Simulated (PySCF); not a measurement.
ECD: `[P@]1(C#CC)(=[Se])C[C@H]1C`, C6H9PSe

Geometry (Å), atoms numbered from 1 in this order:
```xyz
17

C     3.363    0.730    0.279
C     2.070    0.317   -0.203
C     0.961   -0.034   -0.525
P    -0.519   -0.517   -1.324
Se   -0.587   -0.718   -3.411
C    -1.447   -1.573   -0.160
C    -1.935   -0.115   -0.230
C    -1.790    0.740    1.001
H     3.264    1.253    1.230
H     3.824    1.397   -0.448
H     4.004   -0.141    0.416
H    -0.972   -1.876    0.764
H    -2.099   -2.328   -0.583
H    -2.875    0.018   -0.760
H    -0.787    0.649    1.414
H    -1.974    1.787    0.771
H    -2.508    0.423    1.758
```

The calculation used TDDFT PBE0/def2-SVPD circular dichroism and optical rotation, one conformer, gas phase (PySCF 2.14.0). Geometry: GFN2-xTB.

The calculation is non-relativistic, which matters for the atoms heavier than Zn. States above about 5.9 eV (minus the energy of the highest occupied orbital) lie near or above the ionisation threshold and depend on the basis.

Task: What are the CIP labels of the stereocentres?

Result: P4 R, C7 R.

Task: List the lowest 12 singlet excitations with oscillator and rotatory strengths.

Result: Rotatory strengths R in 10⁻⁴⁰ esu² cm², velocity form and length form (origin at the centre of mass); f in length form.
```
state  E (eV)  λ (nm)       f  R (velocity)  R (length)                                    main
    1    3.86     321   0.004          -1.0        -1.3                          HOMO→LUMO 0.97
    2    4.24     293   0.027          +5.1        +5.2                        HOMO−1→LUMO 0.95
    3    4.38     283   0.052         -16.5       -16.1                        HOMO→LUMO+1 0.93
    4    4.41     281   0.004          +9.6        +9.4                      HOMO−1→LUMO+1 0.95
    5    5.15     241   0.012         +11.2       +10.7      HOMO→LUMO+3 0.50, HOMO→LUMO+2 0.43
    6    5.52     225   0.018          +7.6        +7.1      HOMO→LUMO+2 0.49, HOMO→LUMO+3 0.33
    7    5.60     221   0.003          +7.6        +7.9                        HOMO−2→LUMO 0.73
    8    5.62     221   0.048          -3.3        -3.4  HOMO−1→LUMO+2 0.58, HOMO−1→LUMO+3 0.23
    9    5.76     215   0.006         -11.6       -11.1      HOMO→LUMO+4 0.68, HOMO→LUMO+3 0.11
   10    5.87     211   0.023          +6.7        +6.7  HOMO−1→LUMO+3 0.42, HOMO−1→LUMO+2 0.28
   11    5.96     208   0.025          +2.2        +1.9    HOMO−2→LUMO+1 0.39, HOMO−3→LUMO 0.37
   12    6.03     206  0.0006          -0.1        -0.5    HOMO−3→LUMO+1 0.70, HOMO→LUMO+5 0.11
```

Among the states computed, the strongest CD band (largest |R|) is state 3. The largest dissymmetry factor in size, g = 4R/(D+G), with D and G the electric and magnetic dipole strengths, is +0.028 for state 7 (velocity form, f = 0.002), among bands with |R| over 0.5. The mirror image has the same energies and oscillator strengths and all R with the opposite sign.
